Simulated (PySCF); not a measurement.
SiHI3, SMILES [SiH](I)(I)I.

Geometry: PBE-D3(BJ)/def2-SVP. The def2 effective core potentials stand for the cores of I; spin–orbit coupling is left out.

The numbers are results of TDDFT-PBE/def2-SVPD run with PySCF 2.14.0, not measurements.

Vertical excitations; the highest root listed may be one member of a degenerate set. Isolated molecule, no solvent. State labels are in the subgroup Cs.

Question: Give excitation energies, oscillator strengths and character. (Estimate from the structure and the level; the computed values follow.)

Answer: 
```
state  symmetry  energy (eV)  λ (nm)      f                              main pairs
-----  --------  -----------  ------  -----  --------------------------------------
S1           A"         3.55     349  0.000                         HOMO→LUMO 100 %
S2           A'         3.94     315  0.024            HOMO−1→LUMO (degenerate set)
S3           A"         3.94     315  0.024            HOMO−2→LUMO (degenerate set)
S4           A'         4.02     308  0.003                        HOMO−3→LUMO 99 %
S5           A"         4.26     291  0.005            HOMO−4→LUMO (degenerate set)
S6           A'         4.26     291  0.005            HOMO−5→LUMO (degenerate set)
S7           A"         5.00     248  0.039            HOMO→LUMO+1 (degenerate set)
S8           A'         5.00     248  0.039            HOMO→LUMO+2 (degenerate set)
S9           A"         5.15     241  0.000  HOMO−1→LUMO+2 50 %, HOMO−2→LUMO+1 50 %
S10          A"         5.20     239  0.009  HOMO−2→LUMO+1 48 %, HOMO−1→LUMO+2 48 %
T1           A"         3.31     375      0                         HOMO→LUMO 100 %
T2           A"         3.57     348      0            HOMO−2→LUMO (degenerate set)
T3           A'         3.57     348      0            HOMO−1→LUMO (degenerate set)
T4           A'         3.74     332      0                       HOMO−3→LUMO 100 %
```
Triplets are in the Tamm–Dancoff approximation, which puts them higher than full response would, so one can lie above its singlet here.
